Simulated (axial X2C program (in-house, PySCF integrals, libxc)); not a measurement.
**AlTe⁻: cheaper levels and CCSD(T), with spin–orbit coupling**

Calculated with an axial X2C code built on PySCF integrals. Two-component (2c) means X2C with spin–orbit coupling and atomic mean-field two-electron Coulomb and Gaunt terms. Basis: Te dyall-acv3z [12s13p9d5f1g], Al dyall-av3z [9s9p3d2f] (cores contracted in-house); Gaussian nuclei, density fitting, unrestricted open shells. Masses: Te 129.906 u, Al 26.982 u.

State: Ω = 0 (closed shell); fragments Te- + Al.

| level | Re (Å) | ωe (cm⁻¹) | De (eV) |
| --- | --- | --- | --- |
| PBE0 | 2.464 | 364.7 | 3.52 |
| HF | 2.466 | 373.9 | 2.23 |
| MP2 | 2.469 | 370.5 | 3.59 |
| CCSD | 2.470 | 370.2 | 3.31 |
| r2SCAN0 | 2.453 | 372.3 | n/a |

Correlated methods: 10 electrons correlated (number of frozen shells: Te 4 s, 3 p, 2 d; Al 2 s, 1 p), 282 virtual spin orbitals or spinors in MP2, 90 natural virtuals in coupled cluster.

CCSD(T), same Hamiltonian and basis:

Re = 2.478 Å, ωe = 363.9 cm⁻¹, De = 3.48 eV; T1 = 0.021 (Lee–Taylor normalisation).

**Question.** Give the differences from CCSD(T) in the columns below.

**Answer.** 

```json
{"level": "PBE0", "ΔRe (Å)": "-0.014", "Δωe (cm⁻¹)": "1", "ΔDe (eV)": "0.04"}
{"level": "HF", "ΔRe (Å)": "-0.012", "Δωe (cm⁻¹)": "10", "ΔDe (eV)": "-1.25"}
{"level": "MP2", "ΔRe (Å)": "-0.009", "Δωe (cm⁻¹)": "7", "ΔDe (eV)": "0.11"}
{"level": "CCSD", "ΔRe (Å)": "-0.008", "Δωe (cm⁻¹)": "6", "ΔDe (eV)": "-0.17"}
{"level": "r2SCAN0", "ΔRe (Å)": "-0.025", "Δωe (cm⁻¹)": "8", "ΔDe (eV)": "n/a"}
```

The state is one determinant whose occupation by symmetry is held fixed; it was picked as the lowest of a PBE0 search that is not exhaustive. The closed shell is kept restricted, so the energy runs too high when the bond is stretched far. Dissociation energies refer to the lowest single-determinant-based atoms at the same level and basis. De is not given where an atomic determinant may have missed its ground term or J level, or where the truncated virtual space spoils (T). Coupled cluster ran in a truncated set of natural virtual spinors; the MP2 energy of the rest was added. (T) has no such correction and the atoms are truncated less, which lowers De at CCSD(T) by a hundredth of an eV or more. A 2c atom that is not at its ground J level misses part of its spin–orbit lowering, and De is too large by that part (0.04 eV or less for light atoms). This holds for PBE0. The functionals have no current-density term, which raises determinants with orbital currents, atoms included. With the outer-core shells frozen, correlated bond lengths of heavy atoms tend to come out a few hundredths of an ångström too long. Hartree–Fock gets electron affinities wrong, so its lowest charge split need not be the true one.
